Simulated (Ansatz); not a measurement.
One change: `[Cl][Ga]([Cl])[Br]` becomes `[OH][Ga]([Cl])[Br]`.

Ansatz, PBE0-D4/def2-TZVP geometries, multiplicity 1. Each molecule was computed in one conformer, which needn't be the lowest.

Scalar relativity is left out up to krypton.

```
                               property  `[Cl][Ga]([Cl])[Br]`
HOMO–LUMO gap (ωB97M-V/def2-TZVPP) / eV                 11.14
     LUMO energy (PBE0/def2-TZVPP) / eV                 -2.04
    LUMO energy (B3LYP/def2-TZVPP) / eV                 -2.36
      LUMO energy (PBE/def2-TZVPP) / eV                 -2.96
  HOMO energy (ωB97M-V/def2-TZVPP) / eV                -11.23
    HOMO energy (B3LYP/def2-TZVPP) / eV                 -8.72
```

(1) What does the change do to each property? (Estimate.)

Results:

(1) Computed: 
```csv
property,`[OH][Ga]([Cl])[Br]`,shift
HOMO–LUMO gap (ωB97M-V/def2-TZVPP) / eV,11.38,0.24
LUMO energy (PBE0/def2-TZVPP) / eV,-1.66,0.38
LUMO energy (B3LYP/def2-TZVPP) / eV,-2.00,0.36
LUMO energy (PBE/def2-TZVPP) / eV,-2.59,0.37
HOMO energy (ωB97M-V/def2-TZVPP) / eV,-11.13,0.10
HOMO energy (B3LYP/def2-TZVPP) / eV,-8.62,0.10
```

With PBE0 the HOMO rises by 0.11 eV and the LUMO rises by 0.38 eV, so the gap widens by about 0.27 eV. PBE moves the HOMO by 0.12 eV and ωB97M-V by 0.10 eV. The zero-point energy changes by 32.7 kJ/mol with +3 modes.

B3LYP here is the variant with VWN-RPA as its local correlation; programs differ in this.

Spin–orbit coupling is left out; it splits and shifts lone-pair levels of the heavy atoms by tenths of an eV.
